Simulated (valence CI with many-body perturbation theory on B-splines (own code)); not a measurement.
# Gd XVI: calculated level list

Calculated by valence CI with perturbative core correlation (CI+MBPT): three valence electrons over a frozen Dirac-Fock core [Kr] 4d10, a basis of 7 s, 7 p, 7 d, 7 f, 4 g, 2 h functions for each j, with the one-electron correlation potential Σ1, the two-electron term Σ2, the three-electron term Σ3, Breit, model QED; selected CI, second order for the rest, scaled by the run's own slope (own B-spline code, finite nucleus).

No measured spectrum was set against this ion. As an estimate, terms of the open shell hold to a few per cent of their energy, and close levels can change places; configurations with another count of f electrons can be misplaced by thousands of cm⁻¹.

Levels 1 to 45 of 246, with energies above the lowest level, 4f³ ⁴I°_9/2. "Leading %" is the weight of the configuration and term that name the level; weights of strongly mixed levels are sums over their largest components and can fall short. In the jj column 3d3/2^4 stands for four electrons in 3d with j = 3/2.

```csv
No.,Configuration,Term,J,E (cm⁻¹),Leading %,g,Leading jj
1,4f³,⁴I°,9/2,0.0,94,0.736,4f5/2^3 (67 %)
2,4f³,⁴I°,11/2,4958,98,0.966,4f5/2^2 4f7/2 (89 %)
3,4f³,⁴I°,13/2,9967,99,1.105,4f5/2 4f7/2^2 (78 %)
4,4f³,⁴I°,15/2,14939,97,1.195,4f7/2^3 (46 %)
5,4f³,⁴F°,3/2,21828,89,0.457,4f5/2^3 (52 %)
6,4f³,²H°,9/2,23171,60,0.994,4f5/2^2 4f7/2 (57 %)
7,4f³,⁴F°,5/2,24770,96,1.033,4f5/2^2 4f7/2 (73 %)
8,4f³,⁴F°,7/2,26910,83,1.179,4f5/2^2 4f7/2 (67 %)
9,4f³,⁴S°,3/2,26984,89,1.904,4f5/2^2 4f7/2 (63 %)
10,4f³,⁴F°,9/2,30088,73,1.226,4f5/2 4f7/2^2 (85 %)
11,4f³,²H°,11/2,31532,91,1.099,4f5/2 4f7/2^2 (70 %)
12,4f³,⁴G°,5/2,33081,97,0.578,4f5/2^3 (41 %)
13,4f³,²G°,7/2,33331,52,0.967,4f5/2^2 4f7/2 (66 %)
14,4f³,²K°,13/2,36343,97,0.936,4f5/2^2 4f7/2 (67 %)
15,4f³,⁴G°,7/2,37789,64,0.963,4f5/2 4f7/2^2 (55 %)
16,4f³,⁴G°,9/2,39268,76,1.149,4f5/2 4f7/2^2 (69 %)
17,4f³,²D°,3/2,40485,46,1.067,4f5/2 4f7/2^2 (60 %)
18,4f³,²K°,15/2,41165,88,1.058,4f5/2^2 4f7/2 (53 %)
19,4f³,²G°,9/2,42955,60,1.136,4f7/2^3 (75 %)
20,4f³,⁴G°,11/2,43931,89,1.251,4f5/2 4f7/2^2 (42 %)
21,4f³,²P°,1/2,44669,90,0.596,4f5/2^2 4f7/2 (60 %)
22,4f³,²D°,5/2,46328,96,1.192,4f5/2 4f7/2^2 (73 %)
23,4f³,²P°,3/2,52571,51,1.094,4f7/2^3 (70 %)
24,4f³,⁴D°,3/2,54208,74,1.101,4f5/2^2 4f7/2 (75 %)
25,4f³,⁴D°,5/2,54233,70,1.301,4f5/2^2 4f7/2 (66 %)
26,4f³,²I°,11/2,54729,80,0.958,4f5/2^2 4f7/2 (72 %)
27,4f³,⁴D°,1/2,56400,90,0.064,4f5/2 4f7/2^2 (60 %)
28,4f³,²L°,15/2,56803,91,0.951,4f5/2 4f7/2^2 (47 %)
29,4f²5s,⁴H,7/2,58155,96,0.673,4f5/2^2 5s (89 %)
30,4f³,²I°,13/2,58413,98,1.073,4f5/2 4f7/2^2 (89 %)
31,4f³,²L°,17/2,60019,100,1.057,4f5/2 4f7/2^2 (100 %)
32,4f³,⁴D°,7/2,60290,97,1.420,4f5/2 4f7/2^2 (68 %)
33,4f²5s,⁴H,9/2,61096,88,0.969,4f5/2^2 5s (64 %)
34,4f³,²H°,9/2,62386,97,0.914,4f5/2 4f7/2^2 (51 %)
35,4f³,²D°,3/2,65400,75,0.902,4f5/2 4f7/2^2 (67 %)
36,4f²5s,⁴H,11/2,66107,96,1.130,4f5/2 4f7/2 5s (90 %)
37,4f³,²H°,11/2,66366,78,1.062,4f5/2 4f7/2^2 (49 %)
38,4f³,²D°,5/2,67023,41,1.137,4f5/2 4f7/2^2 (63 %)
39,4f²5s,⁴F,3/2,68579,96,0.412,4f5/2^2 5s (72 %)
40,4f²5s,⁴F,5/2,70616,93,1.026,4f5/2 4f7/2 5s (49 %)
41,4f²5s,⁴H,13/2,71562,99,1.229,4f7/2^2 5s (79 %)
42,4f²5s,²H,9/2,72562,62,0.993,4f5/2 4f7/2 5s (64 %)
43,4f²5s,⁴F,7/2,73649,94,1.217,4f5/2 4f7/2 5s (95 %)
44,4f³,²F°,5/2,75126,62,0.979,4f7/2^3 (57 %)
45,4f²5s,⁴F,9/2,75633,62,1.196,4f5/2 4f7/2 5s (90 %)
```

Names give the largest LS component (configuration and term), which can be under half, so a name can repeat, a term be missing and a line seem to break the LS rules; names also repeat where a configuration has a term twice.

Where two levels of one J and parity lie close, their mixing, g and order are uncertain.

The ionisation energy to 4f² ³H4 of the next ion comes out as 316.21 eV (NIST: 319 ± 16 eV (theoretical)). All 246 levels together are meant to be complete up to 742350 cm⁻¹.
